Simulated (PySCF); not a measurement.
A GIAO shielding run with PySCF 2.14.0 with density-fitted response routines (density fitting, non-relativistic, gas phase) on `FC[SiH2][Si@@H]([SiH3])[SiH2][SiH3]`, CH13FSi5:

```
$ OMP_NUM_THREADS=1 python probes_run.py task.json out

{"job": {"kind": "nmr", "xc": "PBE0", "basis": "pcSseg-1"}, "charge": 0, "multiplicity": 1}
F     -1.229923     2.263990     0.548454
C     -2.399928     1.525213     0.453646
Si    -2.047174    -0.103381    -0.503875
Si    -0.212189    -1.126530     0.505047
Si     0.606462    -2.886053    -0.776816
Si     1.463489     0.396484     1.131474
Si     2.250541     1.714253    -0.596654
H     -3.132332     2.173883    -0.030787
H     -2.727370     1.345055     1.480106
H     -1.820341     0.310311    -1.894393
H     -3.350255    -0.782401    -0.492340
H     -0.774200    -1.743508     1.734451
H      1.148362    -2.392280    -2.044893
H     -0.399769    -3.891879    -1.122555
H      1.692659    -3.607325    -0.111921
H      2.568727    -0.404669     1.696452
H      1.024158     1.202520     2.277986
H      2.841883     0.868221    -1.642359
H      3.298006     2.656491    -0.195836
H      1.194044     2.492283    -1.238819
```

Hardware: 1 thread of an Arm Neoverse V1, shared host. The job also computes population analyses, field gradients.

Question: How large is the calculation?

Answer: 98 electrons, 219 basis functions and 1259 auxiliary functions.

Question: How long does it take, and how much memory does it need?

Answer: 50 s of wall time, with 12 SCF cycles and 4 response iterations; peak memory 1.1 GiB. Times on a shared host scatter by some tens of per cent.
